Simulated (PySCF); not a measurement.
2-bromofuran (C4H3BrO), SMILES Brc1ccco1.

Coordinates come from a ωB97X-D3(BJ)/def2-SVP optimisation.

Level of theory: PySCF with HF/def2-TZVP.

```yaml
total_energy: -2800.53913 hartree
point_group: Cs
highest_occupied_level: -8.69 eV
lowest_empty_level: 3.55 eV
orbital_gap: 12.25 eV
dipole_moment: 0.384 e·Å
quadrupole, principal values (traceless, Buckingham form, about the centre of nuclear charge): -7.75, 0.52, 7.23 D·Å
mean_static_polarisability: 63.4 bohr³ (9.39 Å³)
polarisability_principal_values: 40.8, 61.5, 87.8 bohr³
```
